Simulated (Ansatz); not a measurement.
`O=C[BH][GeH3]` + HBr → `O=CBBr` + GeH₄ at 298.15 K and 1 bar (cleavage of the B–Ge bond).

Program: Ansatz. Geometries: PBE0-D4/def2-TZVP. ΔE: electronic, gas phase. CBS: MP2 limit from def2 TZ/QZ plus the TZ coupled-cluster correction, frozen cores. For Br, Ge outer-core shells are correlated without core-valence functions, which leaves a few kJ/mol of doubt a bond. Scalar relativity is left out up to krypton. Each species was taken in one conformer, which may not be the lowest.

```
        species  CCSD(T)/CBS energy (Eh)  H − E (kJ/mol)  S (J/(mol·K))
`O=C[BH][GeH3]`              -2217.07554           160.1          342.8
            HBr              -2573.91920            24.6          198.6
       `O=CBBr`              -2712.53327            97.4          314.1
           GeH₄              -2078.49493            88.5          217.3
```

H − E and S are ideal-gas, rigid-rotor, harmonic terms from PBE0-D4/def2-TZVP, for one conformer and one mirror image of each species. 1 Eh = 2625.50 kJ/mol, R = 8.31446 J/(mol·K).

Question: By hand: ΔE, ΔH, ΔS and ΔG.

Answer: ΔE = (-2712.53327) + (-2078.49493) − (-2217.07554) − (-2573.91920) = -0.03346 Eh = -87.8 kJ/mol. Δ(H − E) = 97.4 + 88.5 − 160.1 − 24.6 = 1.2, so ΔH = -86.6 kJ/mol. ΔS = 314.1 + 217.3 − 342.8 − 198.6 = -10.0 J/(mol·K). ΔG = -86.6 − 298.15 × (-10.0)/1000 = -83.6 kJ/mol.

Question: By hand: the equilibrium constant, and the temperature at which ΔG would vanish if ΔH and ΔS stayed fixed.

Answer: log₁₀ K = −ΔG/(RT ln 10) = 14.6. ΔG = 0 at ΔH/ΔS = 8660 K, far beyond where these terms or the molecules hold.

The number of gas molecules stays the same, so ΔS is small and ΔH decides. A doubt of 5 kJ/mol in ΔE shifts log₁₀ K by 0.9 here. Other conformers and mirror images would add mixing entropy, several J/(mol·K) or more a flexible species. These are equilibria of isolated gas molecules and say nothing of rates. Largest T1 diagnostic: 0.018 (customary marks: 0.02 for closed shells, 0.045 for open ones).
